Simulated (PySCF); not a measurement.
Ligand exchange on a metal centre used in film growth or etching (Cd Cl-Br). Gas-phase values, no solvent.

Method: TPSSh-D3(BJ)/def2-TZVP // PBE-D3(BJ)/def2-SVP in PySCF. 

```
species                                  HOMO–LUMO gap (eV)  LUMO (eV)  mean distance from the central atom to its bonded neighbours (Å)
---------------------------------------  ------------------  ---------  ----------------------------------------------------------------
0 of 2 Cl replaced by Br ([Cd(Cl)2])                   5.44      -2.71                                                             2.288
1 of 2 Cl replaced by Br ([Cd(Cl)(Br)])                5.13      -2.74                                                             2.353
2 of 2 Cl replaced by Br ([Cd(Br)2])                   4.95      -2.77                                                             2.420
```
